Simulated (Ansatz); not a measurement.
Total energies of Ge₉OH₁₄, a cluster with a defect cut from the lattice of germanium (double-bonded O in place of two caps) from Ansatz at PBE0-D4/def2-TZVP, gas phase (1 Eh = 27.2114 eV = 2625.5 kJ/mol). The reference geometry is relaxed at PBE-D4/def2-SVP.

```xyz
24

Ge   -1.1150   -1.9353   -1.9214
Ge    0.8972   -2.1727    1.5302
Ge    2.0876    0.3835   -1.3205
Ge   -1.4931    2.1635   -1.3326
Ge    0.5280    1.7814    2.0999
Ge    1.1038   -1.8150   -0.8810
Ge   -2.5112   -0.0769   -1.0713
Ge   -0.4824   -0.4065    2.5040
Ge    0.7365    2.1567   -0.3085
O    -3.9660   -0.3240   -0.2968
H    -1.8201   -3.2896   -1.6350
H    -0.9656   -1.7534   -3.4618
H     0.2687   -3.5706    1.7989
H     2.3140   -2.1441    2.1729
H     2.2106    0.6161   -2.8548
H     3.5190    0.4275   -0.7092
H    -1.3520    2.4489   -2.8579
H    -2.4220    3.2349   -0.6983
H     1.9417    1.8322    2.7481
H    -0.3377    2.9099    2.7309
H     2.0033   -2.9202   -1.5188
H    -0.6621   -0.6432    4.0309
H    -1.8901   -0.4422    1.8384
H     1.4067    3.5391   -0.5863
```

| state | geometry | energy (Eh) |
| --- | --- | --- |
| charge 0 singlet | reference | -18774.43268 |
| charge 1 doublet | reference | -18774.13738 |
| charge -1 doublet | reference | -18774.48317 |
| free Ge atom (triplet) | – | -2076.65516 |
| free O atom (triplet) | – | -75.01860 |
| free H atom (doublet) | – | -0.50104 |

Single mean-field runs in def2-TZVP are fitted with def2-universal-jkfit.

Question: Work out the vertical ionisation energy to the doublet.

Answer: E(charge 1 doublet) − E(charge 0 singlet) = -18774.13738 − (-18774.43268) = 0.29530 Eh = 8.04 eV. For comparison, −ε of the highest occupied level is 6.75 eV at this level, 1.29 eV less.

Question: Work out the vertical electron affinity, to the doublet.

Answer: E(charge 0 singlet) − E(charge -1 doublet) = -18774.43268 − (-18774.48317) = 0.05049 Eh = 1.37 eV. The basis lacks diffuse functions, which makes affinities too small.

Question: Give the fundamental gap IE − EA, the Mulliken electronegativity (IE + EA)/2 and the hardness (IE − EA)/2.

Answer: From the values in Eh: IE − EA = 0.29530 − 0.05049 = 0.24481 Eh = 6.66 eV; (IE + EA)/2 = 4.70 eV; (IE − EA)/2 = 3.33 eV. The HOMO–LUMO gap of the same run is 4.17 eV, 2.49 eV smaller than the fundamental gap.

Question: What is the binding energy per atom against free atoms?

Answer: Atoms: 9 × (-2076.65516) + 1 × (-75.01860) + 14 × (-0.50104) = -18771.92960 Eh. Binding: -18771.92960 − (-18774.43268) = 2.50308 Eh = 68.11 eV, or 2.84 eV for each of 24 atoms (no zero-point energy, no counterpoise term).
